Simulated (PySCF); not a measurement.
C2H3BF2O, SMILES FB(C(F)=C)O.

Geometry optimised at B3LYP-D3(BJ)/def2-SVP. This is a generated structure with no PubChem entry under its InChIKey; it may be hypothetical. The values are those of a single conformer.

Two levels are set side by side: PBE/def2-TZVP (PySCF) and B3LYP/def2-TZVP (PySCF). Same geometry, gas phase. Differences are taken from unrounded values.

```json
[
 {"quantity": "orbital gap (eV)", "PBE": "4.67"},
 {"quantity": "highest occupied level (eV)", "PBE": "-6.88"},
 {"quantity": "lowest empty level (eV)", "PBE": "-2.21"},
 {"quantity": "dipole moment (D)", "PBE": "1.49"},
 {"quantity": "mean polarisability (bohr³)", "PBE": "43.2"}
]
```

Q: These are the PBE values. What does B3LYP give? (Estimate from the structure and the level; the computed values follow.)

A: 
```
quantity                     B3LYP  PBE minus B3LYP
---------------------------  -----  ---------------
orbital gap (eV)              6.40            -1.73
highest occupied level (eV)  -7.92             1.04
lowest empty level (eV)      -1.52            -0.69
dipole moment (D)             1.59            -0.09
mean polarisability (bohr³)   41.8              1.4
```

PBE's occupied levels lie high since its potential decays too fast outside the molecule; exact exchange lowers them and widens the gap. Loosely held outer electrons make PBE densities more polarisable. Differences between two approximate levels are no errors against the true value.

Rough cost on one machine, each run with all the roots and properties that it gave: B3LYP against PBE within a factor of 2.
